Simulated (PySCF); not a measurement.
## Arsenic: a sound run and one with changed settings

Sound run: As [Ar] 3d10 4s2 4p3, As⁺ [Ar] 3d10 4s2 4p2. Computed with PySCF 2.14 in cc-pVTZ-PP with ECP10MDF (5s4p3d1f, 39 functions), with a scalar-relativistic core potential. The sound run starts from symmetry-adapted Hartree-Fock orbitals and uses a fine grid where one is needed.

Changed run: radial step 0.5 in ln r (0.13 in the sound run). This setting is unsound on purpose.

```
species  method  sound run (hartree)  changed run (hartree)  converged
     As     UHF           -331.21015             -331.21015        yes
     As    MN15           -332.83831             -333.02924        yes
     As  r2SCAN           -332.30153             -332.30991        yes
    As⁺     UHF           -330.86383             -330.86383        yes
    As⁺    MN15           -332.47929             -332.66836        yes
    As⁺  r2SCAN           -331.93134             -331.93934        yes
```

Ionisation energy of As:

```json
{"method": "UHF", "sound run (eV)": "9.424", "changed run (eV)": "9.424"}
{"method": "MN15", "sound run (eV)": "9.769", "changed run (eV)": "9.820"}
{"method": "r2SCAN", "sound run (eV)": "10.073", "changed run (eV)": "10.084"}
```

A coarse radial grid mis-integrates the density and the exchange-correlation energy, with errors of either sign; Hartree-Fock needs no grid.

For comparison, NIST gives 9.789 eV between the lowest levels.
